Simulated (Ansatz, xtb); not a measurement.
System: C₃H₂O, charge 0, multiplicity 1. 
Geometry from a B3LYP-D3(BJ)/def2-TZVP (Ansatz, a program for electronic structure) optimisation:
SMILES: C#CC=O
```xyz
6

C      1.4938     0.9359     0.6166
C      0.5445     0.2574     0.3296
C     -0.5874    -0.5911     0.0366
O     -1.2822    -0.4730    -0.9426
H      2.3310     1.5474     0.8534
H     -0.7781    -1.3760     0.7906
```
Charge 0, spin multiplicity 1.

Harmonic wavenumbers from GFN2-xTB (xtb, at its own minimum), cm⁻¹: 186, 263, 571, 666, 695, 910, 960, 1354, 1753, 2232, 2748, 3373.

Problem. Give the harmonic wavenumbers at B3LYP-D3(BJ)/def2-TZVP (Ansatz, finite differences of forces, unscaled).

Solution. 218, 278, 635, 683, 743, 958, 1013, 1415, 1754, 2200, 2939, 3463 cm⁻¹. Zero-point energy 23.3 kcal/mol.

Problem. From these and the geometry, give the ideal-gas thermochemistry at 298.15 K and 1 atm (rigid rotor, harmonic oscillator).

Solution. Point group Cs, rotational symmetry number 1. Rotational constants 68.71, 4.844, 4.525 GHz. S(trans) 37.88, S(rot) 22.88, S(vib) 4.72, S(elec, spin only) 0.00, S 65.5 cal/(mol K). H(298) - H(0) 3.27 kcal/mol; G - E(el) 7.0 kcal/mol.
